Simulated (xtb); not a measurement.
xtb input:

```bash
xtb mol.xyz --gfn 1 --sp --chrg 1 --uhf 0
```
mol.xyz:
```
7

O     -0.31353732    -1.95272628     0.55223254
B      0.22373426    -0.79731596     0.23146656
O      1.70759714    -0.90769298     0.28823018
Br    -0.44125697     0.88096830    -0.25905311
H     -1.27491745    -2.05275187     0.56443560
H      2.30397983    -0.16535340     0.08641517
H      2.14378157    -1.74585136     0.53497335
```

Question: Which total energy does the run end on?

Answer: -15.92240 Eh (GFN1-xTB).

It need not be the lowest isomer of its formula.
